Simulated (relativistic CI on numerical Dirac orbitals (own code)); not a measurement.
**La XLIX: sensitivity of the levels to the model**

Base calculation: Dirac-Coulomb-Breit CI, orbitals from a KLI potential per configuration, model QED, unscaled Slater integrals.

Configurations in the expansion (outside the closed core 1s2): 2s2 2p5, 2s 2p6, 2p6 3s, 2p6 3p, 2p6 3d, 2s2 2p4 3s, 2s2 2p4 3p, 2s2 2p4 3d, 2s 2p5 3s, 2s 2p5 3p, 2s 2p5 3d, 2s2 2p4 4s, 2s2 2p4 4p, 2s2 2p4 4d, 2s2 2p4 4f, 2s 2p5 4s. Levels of other configurations are missing.

The lowest level and the first level of each name with at least 55 % of one term (blank where a level has no safe partner in the second run):

| Level | Base (eV) | Shift (eV) |
| --- | --- | --- |
| 2s2 2p5 2P°_3/2 | 0.00 | 0.00 |
| 2s2 2p5 2P°_1/2 | 426.58 | +0.03 |
| 2s 2p6 2S_1/2 | 755.58 | +0.16 |
| 2s2 2p4 3s 4P_5/2 | 4861.12 | +1.01 |
| 2s2 2p4 3s 2P_3/2 | 4869.16 | +0.20 |
| 2s2 2p4 3s 2S_1/2 | 4905.26 | -2.67 |
| 2s2 2p4 3p 2P°_1/2 | 4995.07 | -2.06 |
| 2s2 2p4 3p 4D°_7/2 | 5070.87 | +1.12 |
| 2s2 2p4 3d 4F_9/2 | 5205.80 | +1.22 |
| 2s2 2p4 3d 2D_3/2 | 5217.66 | -1.48 |
| 2s2 2p4 3s 4P_3/2 | 5287.06 | +1.82 |
| 2s2 2p4 3s 2P_1/2 | 5293.89 | +1.18 |
| 2s2 2p4 3s 2D_5/2 | 5305.90 | -0.51 |
| 2s2 2p4 3s 2D_3/2 | 5309.40 | -0.71 |

At this charge energies of transitions that change n are usually good to better than 1 %, and those within a shell (Δn = 0) to a few per cent.

(1) One thing was changed in a second run, which moved the levels as shown. Which?
A. valence Slater integrals scaled by 0.9
B. configuration mixing switched off
C. QED terms removed
D. non-relativistic limit
E. Breit term removed

## Answers

(1) A. Valence Slater integrals scaled by 0.9. Scaling acts on the splittings between terms and on the mixing, and leaves the fine structure of pure LS terms nearly alone; in jj coupling it moves the levels of one term differently.

LS names give the leading component of a level, which can be under half, so a name can repeat, a term be missing and a line seem to break the LS rules.
